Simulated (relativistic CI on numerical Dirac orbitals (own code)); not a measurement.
**Electric-dipole transitions in Mo30+**

These numbers are calculated, not measured: Dirac-Coulomb-Breit CI, orbitals from a KLI potential per configuration, QED by a radiative potential, unscaled Slater integrals (own radial code, finite nucleus).

Configuration list (outside the closed core [Ne]): 3s2, 3s.3p, 3p2, 3s.3d, 3d2, 3p.3d, 3p.4s, 3d.4s, 3s.4s, 3s.4p, 3s.4d, 3s.4f, 3s.5s, 3s.5p, 3s.5d, 4s2. Levels of other configurations are missing.

| λ vac (nm) | Lower | Upper | A (s⁻¹) | log gf | S velocity/length |
| --- | --- | --- | --- | --- | --- |
| 1.1038 | 3s.3p 3P°_1 [3] | 3s.5d 3D_2 [65] | 3.06e+12 | -0.55 | 0.93 |
| 1.1243 | 3s.3p 3P°_2 [4] | 3s.5d 3D_3 [66] | 3.97e+12 | -0.28 | 0.94 |
| 1.1456 | 3s.3p 1P°_1 [5] | 3s.5d 1D_2 [67] | 3.68e+12 | -0.44 | 0.94 |
| 1.4750 | 3s2 1S_0 [1] | 3s.4p 1P°_1 [40] | 3.71e+12 | -0.44 | 0.98 |
| 1.5162 | 3s.3p 3P°_0 [2] | 3s.4d 3D_1 [44] | 3.89e+12 | -0.40 | 0.96 |
| 1.5243 | 3s.3p 3P°_1 [3] | 3s.4d 3D_2 [45] | 5.33e+12 | -0.03 | 0.96 |
| 1.5250 | 3s.3p 3P°_1 [3] | 3s.4d 3D_1 [44] | 2.66e+12 | -0.55 | 0.96 |
| 1.5616 | 3s.3p 3P°_2 [4] | 3s.4d 3D_3 [46] | 7.13e+12 | 0.26 | 0.96 |
| 1.6022 | 3s.3p 1P°_1 [5] | 3s.4d 1D_2 [47] | 6.43e+12 | 0.09 | 0.97 |
| 1.6707 | 3p2 1D_2 [7] | 3s.4f 1F°_3 [53] | 2.08e+12 | -0.22 | 0.96 |
| 1.7253 | 3p2 3P_2 [9] | 3s.4f 1F°_3 [53] | 2.47e+12 | -0.11 | 0.96 |
| 1.7467 | 3s.3d 3D_1 [10] | 3s.4f 3F°_2 [49] | 1.27e+13 | 0.46 | 0.97 |
| 1.7512 | 3s.3d 3D_2 [11] | 3s.4f 3F°_3 [51] | 1.25e+13 | 0.61 | 0.97 |
| 1.7520 | 3s.3d 3D_2 [11] | 3s.4f 3F°_2 [49] | 2.22e+12 | -0.29 | 0.97 |
| 1.7576 | 3s.3d 3D_3 [12] | 3s.4f 3F°_4 [52] | 1.50e+13 | 0.79 | 0.97 |
| 1.7590 | 3s.3d 3D_3 [12] | 3s.4f 3F°_3 [51] | 1.65e+12 | -0.27 | 0.97 |
| 1.7976 | 3s.3d 1D_2 [14] | 3s.4f 1F°_3 [53] | 1.03e+13 | 0.54 | 0.96 |
| 3.5575 | 3s.4p 3P°_2 [41] | 3s.5d 3D_3 [66] | 1.20e+12 | 0.20 | 1.01 |
| 9.6208 | 3s.3p 3P°_1 [3] | 3s.3d 3D_2 [11] | 4.51e+10 | -0.50 | 1.04 |
| 9.6435 | 3p2 1D_2 [7] | 3p.3d 3D°_3 [21] | 4.40e+10 | -0.37 | 1.07 |
| 9.7608 | 3p2 3P_0 [6] | 3p.3d 3D°_1 [18] | 9.10e+10 | -0.41 | 1.03 |
| 11.206 | 3s.3p 3P°_2 [4] | 3s.3d 3D_3 [12] | 5.09e+10 | -0.17 | 1.04 |
| 11.291 | 3s.3p 1P°_1 [5] | 3s.3d 1D_2 [14] | 1.20e+11 | 0.06 | 1.00 |
| 11.529 | 3s2 1S_0 [1] | 3s.3p 1P°_1 [5] | 8.97e+10 | -0.27 | 0.99 |
| 11.801 | 3p2 3P_2 [9] | 3p.3d 3D°_3 [21] | 4.46e+10 | -0.19 | 1.04 |
| 12.142 | 3s.3p 3P°_2 [4] | 3p2 3P_2 [9] | 3.83e+10 | -0.37 | 0.96 |
| 12.149 | 3p.3d 3D°_3 [21] | 3d2 3F_4 [29] | 5.79e+10 | 0.06 | 1.16 |
| 13.218 | 3p.3d 1F°_3 [25] | 3d2 1G_4 [33] | 6.31e+10 | 0.17 | 1.34 |
| 13.350 | 3s.3d 1D_2 [14] | 3p.3d 1F°_3 [25] | 7.63e+10 | 0.15 | 1.05 |
| 13.647 | 3s.3d 3D_3 [12] | 3p.3d 3F°_4 [19] | 3.41e+10 | -0.07 | 1.01 |

Terms are leading LS components. Brackets give the number of a level in order of energy, since labels repeat. The list gives strong lines, with weight on those to low levels. Levels whose partners in the same complex of configurations lie outside the list can be far off, and so can their lines. Rates are taken at the computed energies, electric ones in the length gauge. A velocity-to-length ratio far from 1 marks an uncertain rate.

At this charge energies of transitions that change n are usually good to better than 1 %, and those within a shell (Δn = 0) to a few per cent.

From the table, what is the radiative lifetime of 3s.4f 1F°_3?

The listed rates from this level add up to about 1.48e+13 s⁻¹, 99 % of its decay; with all channels τ = 6.65e-14 s.

LS names give the leading component of a level, which can be under half, so a name can repeat, a term be missing and a line seem to break the LS rules.
